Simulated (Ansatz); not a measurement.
Relaxation of BCl$_{3}$H$_{2}$ (6 atoms, charge 0, multiplicity 1), to a largest force component of 0.03 eV/Å in at most 50 steps.

Method: RKS B3LYP-D4/6-31G* in Ansatz 0.2.0.

```xyz
6
Properties=species:S:1:pos:R:3
B -0.001 0.288 0.083
Cl -0.005 0.619 1.873
Cl 1.520 0.219 -0.769
Cl -1.521 0.148 -0.762
H 0.066 -2.068 0.540
H 0.058 -1.877 1.221
```

Q: Where does it end, and by what steps?

A: It converged. After 5 steps the energy has fallen by 0.243 eV; H5 moved furthest, 0.59 Å.

| step | energy less start (eV) | largest force component (eV/Å) | accepted |
| --- | --- | --- | --- |
| 0 | 0.0000 | 1.306 | yes |
| 1 | -0.1454 | 0.861 | yes |
| 2 | -0.1975 | 0.750 | yes |
| 3 | -0.2416 | 0.090 | yes |
| 4 | -0.2421 | 0.076 | yes |
| 5 | -0.2430 | 0.003 | yes |

```xyz
6
Properties=species:S:1:pos:R:3
B -0.008 0.596 0.065
Cl -0.015 1.022 1.764
Cl 1.511 0.424 -0.789
Cl -1.522 0.348 -0.781
H 0.081 -2.654 0.614
H 0.071 -2.406 1.314
```

Whether the end is a true minimum wasn't checked by a vibrational analysis.

Time of the run: 25 s on 1 thread of AMD EPYC 7R43 64-Core Processor (Zen 3), with other jobs on the host, peak memory 0.17 GiB.
